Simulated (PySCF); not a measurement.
# Dipole response of Kr²⁺ (krypton, charge +2)

[Ar] 3d10 4s2 4p4, high-spin 3P determinant. Calculation: PySCF 2.14, in def2-QZVPPD (12s8p5d4f1g, 98 functions); the non-relativistic Hamiltonian (point nucleus). Coupled (time-dependent) response in atomic units; α is the mean over directions.

```json
{"method": "r2SCAN0", "mean α (bohr³)": "7.492", "α xx, yy, zz": "7.525, 7.427, 7.525", "C₆ (like pair)": "37.78", "S(−4)": "10.56"}
```

S(−4) is the Cauchy moment in α(ω) = α(0) + S(−4) ω² + …

Spin-orbit coupling is absent.

α(iu) at r2SCAN0:

| u (hartree) | α(iu) (bohr³) |
| --- | --- |
| 0 | 7.492 |
| 0.0500 | 7.466 |
| 0.100 | 7.388 |
| 0.200 | 7.095 |
| 0.300 | 6.661 |
| 0.500 | 5.595 |
| 0.750 | 4.304 |
| 1.00 | 3.289 |
| 1.50 | 2.022 |
| 2.00 | 1.358 |
| 3.00 | 0.7529 |
| 5.00 | 0.3610 |

A single London oscillator, α(iu) = α/(1 + u²/ω²), gives C₆ = (3/4) ω α². Matching the computed C₆ needs ω = 4 × 37.78 / (3 × 7.492²) = 0.897 hartree.

For an ion, C₆ is the dispersion term alone; charge-induced terms of lower order in 1/R come first.

The components differ because the open shell of this determinant is not spherical; for a pure term their mean is the scalar polarisability.
